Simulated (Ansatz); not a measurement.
Geometry optimisation, RKS revPBE-D4/def2-SVP (Ansatz 0.2.0).

Input:

```yaml
crystal:
  periodic: [false, false, false]
  atoms:
    - { symbol: Si, position_ang: [0.090033, -0.336562, -0.292278] }
    - { symbol: F, position_ang: [1.226026, -0.565934, -1.495116] }
    - { symbol: O, position_ang: [-0.713582, -1.811568, -0.448538] }
    - { symbol: H, position_ang: [-0.196454, -2.210324, -1.174693] }
    - { symbol: C, position_ang: [0.940349, -0.156477, 1.3638] }
    - { symbol: C, position_ang: [-0.995672, 1.127013, -0.71553] }
    - { symbol: H, position_ang: [1.535795, 0.778988, 1.413032] }
    - { symbol: H, position_ang: [1.61321, -1.014503, 1.564818] }
    - { symbol: H, position_ang: [0.182234, -0.11821, 2.174981] }
    - { symbol: H, position_ang: [-1.57111, 0.943193, -1.645717] }
    - { symbol: H, position_ang: [-1.719889, 1.316862, 0.105972] }
    - { symbol: H, position_ang: [-0.391038, 2.047523, -0.850729] }
basis:
  gaussian: { orbitals: def2-SVP }
hamiltonian:
  xc: revpbe
  dispersion: d4
relax:
  f_tol: 0.03
  max_steps: 50
output:
  orbitals: {}
```

Run as:

```bash
$ ansatz run input.yaml --threads 2 --pin off --max-ram 3072MiB --backend cpu --events-out ev --progress --plain --runs-dir out
```

Q: Where does it end, and by what steps?

A: The forces met the threshold. After 6 steps the energy has fallen by 0.125 eV; H4 moved furthest, 0.31 Å.

| step | energy less start (eV) | largest force component (eV/Å) | accepted |
| --- | --- | --- | --- |
| 0 | 0.0000 | 0.492 | yes |
| 1 | -0.0616 | 0.318 | yes |
| 2 | -0.0808 | 0.737 | yes |
| 3 | -0.1180 | 0.341 | yes |
| 4 | -0.1148 | 0.697 | no |
| 5 | -0.1249 | 0.035 | yes |
| 6 | -0.1252 | 0.028 | yes |

```xyz
12
Properties=species:S:1:pos:R:3
Si 0.136 -0.324 -0.327
F 1.312 -0.412 -1.489
O -0.730 -1.763 -0.396
H -0.427 -2.391 -1.073
C 0.964 -0.153 1.344
C -0.984 1.122 -0.729
H 1.524 0.802 1.418
H 1.671 -0.987 1.526
H 0.203 -0.169 2.152
H -1.453 0.999 -1.726
H -1.797 1.200 0.023
H -0.420 2.078 -0.723
```

Whether the end is a true minimum wasn't checked by a vibrational analysis.

Time of the run: 17 s on 2 threads of Arm Neoverse V2, on a shared host, peak memory 0.16 GiB.
